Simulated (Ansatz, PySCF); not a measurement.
Process, species as SMILES: OB(O)O[SiH3] -> [O]B(O)O + [SiH3] (SiH3) (the O-Si bond at the site shown breaks; other sites are not compared here)
Geometries: B3LYP-D3(BJ)/def2-TZVP minima from Ansatz (a program for electronic structure), one conformer each, not searched for the lowest. Frequencies are from Ansatz or PySCF.
Geometry of the first species:
```
O
B 1 1.3589
O 2 1.3705 1 117.23
H 3 0.9598 2 115.93 1 180.00
O 2 1.3784 1 117.91 3 180.00
H 5 0.9599 2 116.65 1 -180.00
Si 1 1.6507 2 132.96 3 180.00
H 7 1.4772 1 106.69 2 -180.00
H 7 1.4802 8 109.65 1 -119.88
H 7 1.4802 8 109.65 9 -120.25
```
Charge 0, spin multiplicity 1.

Wanted: bond dissociation energy (0 K, with B3LYP-D3(BJ) harmonic zero-point energies), in kcal/mol. Correlated levels leave the core frozen unless marked. Open shells are spin-unrestricted. No spin-orbit coupling. No relativistic terms. Basis-set limits of correlation are two-point, X^-3; Hartree-Fock from the larger set. The bracket is a focal-point correction in the basis named.

RI-MP2/CBS(cc-pV(T+d)Z,cc-pV(Q+d)Z)+[CCSD(T)-MP2]/cc-pV(T+d)Z (Ansatz) gives 126.1 kcal/mol.

Q: Another calculation gave 121.1 kcal/mol. Which level was it?
A. wB97M-V/def2-TZVPD (Ansatz)
B. SVWN5/def2-TZVPD (Ansatz)
C. B2PLYP/def2-TZVPD (Ansatz)
D. r2SCAN0/def2-TZVPD (Ansatz)

A: C, B2PLYP/def2-TZVPD (Ansatz). The others give 115.5 (r2SCAN0), 124.1 (wB97M-V), 136.4 (SVWN5) kcal/mol.
